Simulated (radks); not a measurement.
Results of a calculation; reference values are marked as such.
Q: Radial electron density D(r) = 4 pi r^2 rho(r) of an atom or ion with 13 electrons. Level of theory: non-relativistic Kohn-Sham, TASK exchange with Perdew-Wang LDA correlation, spin-polarised, spherical densities, point nucleus; meta-GGA in the generalised Kohn-Sham scheme (a radial shooting solver on a logarithmic mesh with Libxc functionals).

| r (bohr) | D(r) (e/bohr) | spin D(r) |
|---|---|---|
| 0.002481 | 0.8079 | 0.00727 |
| 0.003154 | 1.261 | 0.0113 |
| 0.004042 | 1.977 | 0.0178 |
| 0.005138 | 3.018 | 0.0271 |
| 0.006584 | 4.598 | 0.0412 |
| 0.008437 | 6.858 | 0.0613 |
| 0.01073 | 9.842 | 0.0876 |
| 0.01374 | 13.82 | 0.122 |
| 0.01747 | 18.43 | 0.161 |
| 0.02239 | 23.51 | 0.202 |
| 0.02869 | 28.00 | 0.235 |
| 0.03648 | 30.64 | 0.253 |
| 0.04674 | 30.63 | 0.260 |
| 0.05942 | 28.07 | 0.287 |
| 0.07614 | 24.71 | 0.406 |
| 0.09758 | 23.76 | 0.688 |
| 0.124 | 26.87 | 1.07 |
| 0.159 | 31.95 | 1.31 |
| 0.2021 | 33.18 | 1.01 |
| 0.259 | 26.86 | 0.260 |
| 0.3318 | 16.01 | 0.135 |
| 0.4218 | 8.106 | 1.58 |
| 0.5406 | 5.216 | 3.64 |
| 0.6872 | 3.995 | 3.78 |
| 0.8806 | 2.179 | 2.17 |
| 1.128 | 1.308 | 1.31 |
| 1.435 | 1.146 | 1.15 |
| 1.838 | 0.5273 | 0.527 |
| 2.337 | 0.09198 | 0.0920 |
| 2.995 | 0.004603 | 0.00460 |

What is the nuclear charge?

A: Z = 26. The innermost maximum, from 1s, lies near 1/Z = 0.0385 bohr (found: 0.0411), and its height grows with Z. The density is that of the iron ion Fe13+ in [Ne] 3s1 3p1 4p1; the configuration itself is not fixed sharply by these data, and Z only to about a unit. D(r) has 2 maxima, at r = 0.0411, 0.188 bohr, and minima at 0.0915 bohr, inside which lie 2.13 electrons.
